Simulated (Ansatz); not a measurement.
`B[SiH2][SiH](N)F` at its PBE0-D4/def2-TZVP geometry, where that method's forces vanish. Charge 0, multiplicity 1.

```
atom   x (Å)   y (Å)   z (Å)
  B1   1.799   1.008   0.355
 Si2   1.114  -0.855   0.432
 Si3  -1.204  -0.473   0.243
  N4  -1.500   0.328  -1.225
  F5  -1.635   0.365   1.548
  H6   1.897   1.571  -0.697
  H7   2.013   1.641   1.346
  H8   1.506  -1.708  -0.724
  H9   1.375  -1.584   1.702
 H10  -2.058  -1.687   0.260
 H11  -2.411   0.346  -1.654
 H12  -0.897   1.047  -1.586
```

Question: For each bond, give half the difference of the two atoms' forces along it (eV/Å; positive pushes the atoms apart) under PBE-D4, r2SCAN-D4, B3LYP-D4, ωB97M-V in def2-TZVPP. (Estimate.)

Answer: Computed: 
```
   bond  length (Å)  PBE-D4  r2SCAN-D4  B3LYP-D4  ωB97M-V
 B1–Si2       1.986   -0.18      -0.04      0.11     0.13
  B1–H6       1.197    0.10      -0.01     -0.10    -0.11
  B1–H7       1.194    0.11      -0.01     -0.10    -0.12
Si2–Si3       2.357   -0.04       0.04      0.03    -0.09
 Si2–H8       1.489    0.10      -0.01     -0.08    -0.10
 Si2–H9       1.488    0.11      -0.01     -0.08    -0.11
 Si3–N4       1.699    0.00       0.00      0.08     0.10
 Si3–F5       1.611    0.45       0.03      0.20     0.18
Si3–H10       1.484    0.04      -0.03     -0.15    -0.18
 N4–H11       1.007    0.19       0.02     -0.02    -0.03
 N4–H12       1.006    0.18       0.01     -0.02    -0.02
```

B3LYP here is the variant with VWN-RPA as its local correlation; programs differ in this.
